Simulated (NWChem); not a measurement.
Species: C$_{4}$H$_{4}$F$_{2}$; SMILES F/C=C\C=C/F

```xyz
10

F     -0.4188     2.4753     0.0000
C      0.6742     1.7162     0.0000
C      0.6161     0.3804     0.0000
C     -0.6161    -0.3804     0.0000
C     -0.6742    -1.7162     0.0000
F      0.4188    -2.4753     0.0000
H      1.5977     2.3009     0.0000
H      1.5660    -0.1583     0.0000
H     -1.5660     0.1583     0.0000
H     -1.5977    -2.3009     0.0000
```
Atoms are numbered in this order, from 1.

Results from NWChem. Coordinates come from a PBE0/def2-SVP optimisation. Level: PBE0/def2-SVP with SMD (1 M gas to 1 M solution), gas-phase geometry.

For solvent toluene:

* **solvation free energy (kcal/mol)**: -2.5
* **cavity-dispersion-structure term (kcal/mol)**: -0.1

**Question.** How do the values read with solvent water instead?

**Answer.** The solvation free energy (kcal/mol) is 0.6 and the cavity-dispersion-structure term (kcal/mol) is 4.9.
